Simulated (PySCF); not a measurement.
```xyz
4

Ga     0.0000     0.0000     0.0000
H      1.5614    -0.0134    -0.0068
H     -0.7923    -1.3456     0.0051
H     -0.7691     1.3589     0.0017
```

Charge 0, multiplicity 1.

### Question
Give the Mulliken and meta-Löwdin atomic charges from r2SCAN-D4/def2-TZVP (PySCF).

### Answer

| atom | Mulliken (e) | meta-Löwdin (e) |
|---|---|---|
| Ga1 | 0.29 | 0.21 |
| H2 | -0.10 | -0.07 |
| H3 | -0.10 | -0.07 |
| H4 | -0.10 | -0.07 |
